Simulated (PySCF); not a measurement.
# Bond length, frequency and bond energy of InH⁺ by level of theory

State: ²Σ⁺ (doublet), unpaired electrons σ ↑. Set-up: PySCF, scalar-relativistic core potentials, basis sets In def2-TZVP with ECP28, H def2-TZVP. De refers to In⁺ + H in their ground configurations, without counterpoise correction. The functionals are run spin-unrestricted. A positive dipole points towards H; it is taken about the centre of mass and depends on that origin. Levels whose curve was spin-contaminated or gave no clean fit are not listed.

```csv
Level,Re (Å),ωe (cm⁻¹),De (eV),μ (D)
ROHF-CCSD,1.842,1032,0.176,n/a
ROHF-CCSD(T),1.851,1082,0.187,n/a
PBE,1.896,940,0.292,0.41
BP86,1.879,1023,0.399,0.38
r²SCAN,1.853,1062,0.495,0.31
M06-L,1.895,943,0.170,0.28
PBE0,1.848,1085,0.315,0.28
B97-3,1.874,1016,0.176,0.26
CAM-B3LYP,1.850,1075,0.352,0.31
```

**Question.** Which functional lies closest to ROHF-CCSD(T) in De, which farthest, and by how much do they differ from it?

**Answer.** Closest is B97-3 (+2.3 pm in Re, -6.1 % in ωe, -0.01 eV in De against ROHF-CCSD(T) in the same basis), farthest r²SCAN (+0.2 pm in Re, -1.8 % in ωe, +0.31 eV in De). CCSD(T) converges more slowly with the basis than the functionals do and binds too weakly in this one, so the order can change at the basis-set limit.

**Question.** What does the step from GGA to meta-GGA do here, going from PBE to r²SCAN?

**Answer.** r²SCAN less PBE: -4.3 pm in Re, +13.0 % in ωe, +0.20 eV in De. 

**Question.** What does the triples do here, going from ROHF-CCSD to ROHF-CCSD(T)?

**Answer.** ROHF-CCSD(T) less ROHF-CCSD: +0.9 pm in Re, +4.8 % in ωe, +0.01 eV in De. Correlation nearly always deepens the well. The bond lengthens, as in strong covalent bonds, where excitations into antibonding orbitals dominate.

Correlated steps freeze 4 core orbitals. The bond is weak. Basis-set superposition, not corrected here, can be much of De in a small basis, most of all at correlated wavefunction levels. Spin–orbit coupling is left out. For an ion De counts to the pair picked by the measured ionisation energies or electron affinities, which need not be the lowest pair at this level. The state is the lowest determinant that a PBE0 search found; another state may lie lower at other levels.
